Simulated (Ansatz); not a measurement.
silver atom (Ag), doublet (core potentials on Ag). Base run: CAM-B3LYP/def2-TZVP (Ansatz, a program for electronic structure).

Ansatz was given this input:
Ansatz 0.2 input:
```yaml
crystal:
  periodic: [false, false, false]
  atoms:
    - {symbol: Ag, position_ang: [0.00000000, 0.00000000, 0.00000000]}
basis:
  gaussian:
    orbitals: def2-TZVP
hamiltonian:
  xc: cam_b3lyp
magnetization: {spin_polarized: true, initial_magnetization: 1}
```

Variants of this job, named by their change:

```csv
change,E (Eh),<S^2>
base,-146.93787,0.750
functional = pbe0; dispersion = d3bj,-146.96650,0.751
functional = blyp; dispersion = d3bj,-146.94356,0.751
functional = SVWN5,-146.70988,0.751
functional = blyp,-146.94356,0.751
functional = wB97X,-146.98537,0.750
functional = pbe; dispersion = d4,-146.98341,0.751
functional = pbe0,-146.96650,0.751
functional = revpbe,-147.03369,0.752
functional = wB97X-V,-146.93695,0.750
functional = wB97M-V,-146.89877,0.750
functional = b3lyp; dispersion = d4,-147.02901,0.751
functional = hse06,-146.96575,0.751
```

Total energies compare only within one method and basis.
